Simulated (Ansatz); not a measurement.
```yaml
crystal:
  periodic: [false, false, false]
  atoms:
    - {symbol: O, position_ang: [2.678890, 0.060838, -0.819992]}
    - {symbol: Si, position_ang: [1.265249, -0.604783, -0.731325]}
    - {symbol: O, position_ang: [0.910117, -1.353930, -2.064657]}
    - {symbol: O, position_ang: [1.317256, -1.545677, 0.511062]}
    - {symbol: O, position_ang: [0.136258, 0.472486, -0.550551]}
    - {symbol: Ti, position_ang: [-1.160186, 0.758204, 0.544828]}
    - {symbol: O, position_ang: [-0.838067, 2.151848, 1.496834]}
    - {symbol: O, position_ang: [-1.168669, -0.686403, 1.536348]}
    - {symbol: O, position_ang: [-2.670349, 0.936379, -0.259350]}
    - {symbol: H, position_ang: [2.905526, 0.420592, -1.635288]}
    - {symbol: H, position_ang: [1.315732, -2.168952, -2.195354]}
    - {symbol: H, position_ang: [0.546703, -1.549018, 1.028093]}
    - {symbol: H, position_ang: [-0.081276, 2.638473, 1.684777]}
    - {symbol: H, position_ang: [-1.896085, -1.201395, 1.765722]}
    - {symbol: H, position_ang: [-3.282123, 1.622569, -0.282921]}
basis:
  gaussian: {orbitals: STO-3G}
total_charge: -1
magnetization: {spin_polarized: true, initial_magnetization: 2}
hamiltonian: {xc: {name: wPBEh}}
output: {forces: true}
```

```sh
$ ansatz run in.yaml --threads 4 --pin off --events-out ev --progress --plain --max-ram 41984MiB --backend cpu
```

It prints (some lines left out):

```
Error: a molecule whose nuclei and cores have a total charge of 98 cannot have a net charge of -1 together with 2 unpaired electrons
```

Q: What is wrong with this run?

A: The number of unpaired electrons doesn't fit the electron count. The program refused the input.
